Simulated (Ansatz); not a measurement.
Caution, from a PySCF single point (TPSSh-D3(BJ)/def2-TZVPD) at this geometry: the highest occupied level lies above zero, so the state may not be bound.

Species: C3H3, SMILES `[C-]#CC` (charge -1, multiplicity 1).

Problem. Give a relaxed geometry from Ansatz (a quantum-chemistry and plane-wave program) with PBE0-D3(BJ)/def2-TZVPD.

Solution. the end point of this relaxation (outside a Z-matrix the atoms follow the SMILES, hydrogens last).
Cartesian coordinates (Å) in one orientation:
```xyz
6

C      2.217     0.000    -0.042
C      0.979     0.000    -0.019
C     -0.481     0.000     0.009
H     -0.920    -0.590    -0.810
H     -0.887    -0.422     0.942
H     -0.906     1.012    -0.080
```
